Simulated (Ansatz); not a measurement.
# Ligand exchange: C2H5Br + GeH2(CH3)Cl → C2H5Cl + GeH2(CH3)Br

Species: C2H5Br (bromoethane) `CCBr`, singlet; GeH2(CH3)Cl, singlet; C2H5Cl (chloroethane) `CCCl`, singlet; GeH2(CH3)Br, singlet. The partners trade Br for Cl: C–Br and Ge–Cl bonds give way to C–Cl and Ge–Br.

Shapes, held fixed at every level: PBE0-D4/def2-TZVP. Programs: Ansatz 0.2.0. The zero-point and thermal change to 298 K, harmonic and unscaled (PBE0-D4/def2-TZVP), is +0.6 kJ/mol.

```
               level                    kind  ΔH(298 K) (kJ/mol)  less CCSD(T)/def2-TZVPP  CPU time (sum over the molecules)
         HF/def2-SVP            Hartree–Fock                +0.1                     -2.2                                  –
    SPW92/def2-TZVPP                     LDA                -2.5                     -4.8                               10 s
   PBE-D4/def2-TZVPP                     GGA                -0.9                     -3.2                               20 s
r2SCAN-D4/def2-TZVPP                meta-GGA                -0.3                     -2.6                               42 s
  PBE0-D4/def2-TZVPP           global hybrid                -1.9                     -4.2                               25 s
  wB97X-V/def2-TZVPP  range-separated hybrid                -0.7                     -3.0                               65 s
        MP2/def2-SVP     perturbation theory                -2.1                     -4.4                                  –
  CCSD(T)/def2-TZVPP   coupled cluster or CI                +2.3                      0.0                            9.2 min
```

The highest level, CCSD(T)/def2-TZVPP, gives ΔH(298 K) = +2.3 kJ/mol; the levels span -2.5 to +2.3. That is about zero within the method's error. They disagree on the sign: 2 of 8 are positive. The column of differences is taken from that level and isn't an error. No measured value is set beside it here. Relativity is left out for Br, Ge unless named. Correlated rows may include outer-core shells of Br, Ge, which these sets cover unevenly. Times are processor times on shared x86 and Arm servers, and rough.
